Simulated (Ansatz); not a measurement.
Computed with Ansatz on PBE0-D4/def2-TZVP structures; ΔE is electronic, products minus reactants. CCSD(T)/CBS adds triple-zeta CCSD(T) − MP2 to the extrapolated MP2 energy (def2 sets, frozen cores). DFT in def2-TZVPP. Open shells (•) are unrestricted, without spin–orbit coupling. For Ga outer-core shells are correlated without core-valence functions, which leaves a few kJ/mol of doubt a bond. Scalar relativity is left out up to krypton. Each species was taken in one conformer, which may not be the lowest.

Consider the homolysis of the Ga–N bond: `C[N](C)[Ga]([OH])[Cl]` → `[OH][Ga][Cl]`• + `C[N]C`•.

```csv
level,ΔE (eV)
PBE-D4,3.25
PBE,3.11
```

(1) What does CCSD(T)/CBS give? (An estimate is asked.)

Largest T1 diagnostic among the species: 0.015.

Results:

(1) Computed: +3.71 eV. The listed levels differ from it by -0.46, -0.60 eV.

From PBE to PBE0 (25 % exact exchange), in def2-TZVPP and without D4, ΔE moves by +0.08 eV. The D4 term adds +0.22 eV with B3LYP and +0.12 eV with PBE0; it sums over pairs of atoms, weighted by their polarisabilities, and B3LYP, whose exchange is more repulsive, gets the larger term. In def2-TZVPP, CCSD(T) changes the Hartree–Fock value by +1.37 eV (the triples alone add +0.10 eV) and MP2 by +1.68 eV; breaking electron pairs costs correlation energy, which Hartree–Fock lacks.

B3LYP here is the variant with VWN-RPA as its local correlation; programs differ in this.
